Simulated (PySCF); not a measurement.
# C₄H₉PSi₂: full NMR table

- Formula: C4H9PSi2
- SMILES: C=C[Si@H](P)C#C[SiH3]
- Point group of the computed structure: C1
- Carbon signals: 4
- Proton signals: 6

Mapped SMILES: `[CH2:1]=[CH:2][Si@H:3]([PH2:4])[C:5]#[C:6][SiH3:7]`. Each H is labelled by its parent atom. Ha(C1) is cis to Si3; Hb(C1) is trans to Si3.

Averaged over atoms made equivalent by symmetry, fast rotation or ring inversion, single conformer, non-relativistic, in vacuum. σ from GIAO-PBE0/pcSseg-1; structure optimised with GFN2-xTB; PySCF 2.14.0 with density-fitted response routines.

Chemical shifts δ = σref − σ; 1H, 13C, 29Si against TMS; 31P vs H3PO4, all at this level.

| carbon | δC, type | δH (multiplicity) | HMBC from (2–3 bonds) | span of the C tensor (ppm) |
| --- | --- | --- | --- | --- |
| C1 | 147.4, CH2 | Hb(C1) 6.73 (m); Ha(C1) 6.33 (m) | H(C2), H(Si3) | 253 |
| C2 | 140.3, CH | 6.28 (m) | Hb(C1), Ha(C1), H(Si3), H(P4) | 233 |
| C5 | 120.1, C | – | H(C2), H(Si3), H(Si7), H(P4) | 303 |
| C6 | 114.4, C | – | H(Si3), H(Si7) | 274 |

Other nuclei:
| atoms | nucleus | environment | δ (ppm) | σ (ppm) |
| --- | --- | --- | --- | --- |
| H(Si3) | 1H | hydrogen on a silicon bonded to 2 C, P | 5.36 | 26.36 |
| H(Si7) | 1H | hydrogen on a silicon bonded to C | 4.23 | 27.49 |
| H(P4) | 1H | hydrogen on a phosphorus bonded to Si | 1.26 | 30.45 |
| P4 | 31P | phosphorus bonded to Si, 2 H | -293.3 | 611.7 |
| Si3 | 29Si | silicon bonded to 2 C, P, H | -57.6 | 406.8 |
| Si7 | 29Si | silicon bonded to C, 3 H | -99.2 | 448.3 |

- δC 147.4: terminal =CH2 carbon; an sp2 carbon of a C=C bond.
- δC 140.3: alkene CH; the olefinic region.
- δC 120.1, 114.4: alkyne carbon.
- δH 6.73, 6.33: hydrogen on a terminal =CH2 carbon; a vinylic proton, deshielded by the sp2 carbon and the C=C anisotropy.
- δH 6.28: hydrogen on an alkene CH; olefinic region.

Splittings by 31P in the carbon and heteronuclear signals aren't shown, as no couplings were computed. Shifts are as computed. Against solution values, carbons near 30 ppm lie about +3 ppm off and those near 130 ppm about +5 ppm. Of 1211 compounds with measured shifts, 218 miss one by over three times the rms of a fit or turn the order of signals round; such compounds aren't used in these exercises. Experimental scales use liquid or dissolved standards, which lie at an offset from isolated H3PO4. No couplings were computed; multiplicities are counted from neighbouring protons, with m where these are inequivalent, close in shift, in a saturated or five-membered ring or joined by F or P, and br s for small geminal =CH2 splittings.
